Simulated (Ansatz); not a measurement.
CH₆FGaGe (`[CH3][GaH][GeH2][F]`). Total charge 0; spin multiplicity 1. Geometry: relaxed with PBE0-D4/def2-TZVP. It is one conformer, not always the lowest.

```xyz
10

C    -0.950   -1.469   -0.775
Ga   -0.368   -0.401    0.765
Ge    1.056    1.574    0.422
F     1.322    1.719   -1.313
H    -0.523   -2.474   -0.702
H    -0.641   -1.024   -1.720
H    -2.037   -1.581   -0.766
H    -0.782   -0.776    2.237
H     0.445    2.933    0.830
H     2.478    1.501    1.022
```

**Question.** What is the dipole moment at B3LYP/def2-TZVPP? (Best estimate.)

**Answer.** Ansatz gave: 2.36 D, with components (-1.13, -1.43, 1.50) D in this frame, pointing from negative to positive charge.

**Question.** And with PBE, r2SCAN, ωB97M-V? (An estimate is asked.)

**Answer.** The calculation gave: PBE 2.21 D, r2SCAN 2.27 D, ωB97M-V 2.37 D.

**Question.** Give the Mulliken charges with B3LYP, r2SCAN, PBE in def2-TZVPP. (Best estimate.)

**Answer.** Computed: 
```tsv
atom	B3LYP	r2SCAN	PBE
C1	-0.38	-0.30	-0.37
Ga2	0.27	0.32	0.23
Ge3	0.33	0.29	0.29
F4	-0.41	-0.40	-0.36
H5	0.10	0.07	0.10
H6	0.12	0.09	0.12
H7	0.10	0.07	0.10
H8	-0.06	-0.07	-0.04
H9	-0.03	-0.04	-0.03
H10	-0.03	-0.04	-0.03
```

B3LYP here is the variant with VWN-RPA as its local correlation; programs differ in this.
